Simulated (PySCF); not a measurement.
Radial density of Xe⁴⁹⁺ (xenon, charge +49)

B2PLYP, [He] 2s2 2p1, 2P determinant. Calculation: PySCF 2.14, in an even-tempered Gaussian basis (17 s from 24 bohr⁻², ratio 2.2; 10 p from 31 bohr⁻², ratio 2.2; 5 d from 120 bohr⁻², ratio 2.4; 5 f from 170 bohr⁻², ratio 2.4; 4 g from 260 bohr⁻², ratio 2.4); no relativity, point nucleus.

```tsv
r (bohr)	4πr²ρ (e/bohr)	4πr²(ρα − ρβ)
0.000477	0.2993	0.0000
0.000802	0.8176	0.0000
0.00135	2.180	0.0000
0.00227	5.584	0.0002
0.00382	13.36	0.0025
0.00642	28.50	0.0191
0.0108	50.06	0.1240
0.0182	63.32	0.6764
0.0305	47.10	2.8171
0.0514	24.10	7.5727
0.0864	29.16	9.8174
0.145	15.51	3.7275
0.244	0.9098	0.1799
0.411	0.001961	0.0003
```

A non-relativistic calculation at this Z misses sizeable relativistic shifts. Spin-orbit coupling, absent here, splits the open shell strongly.
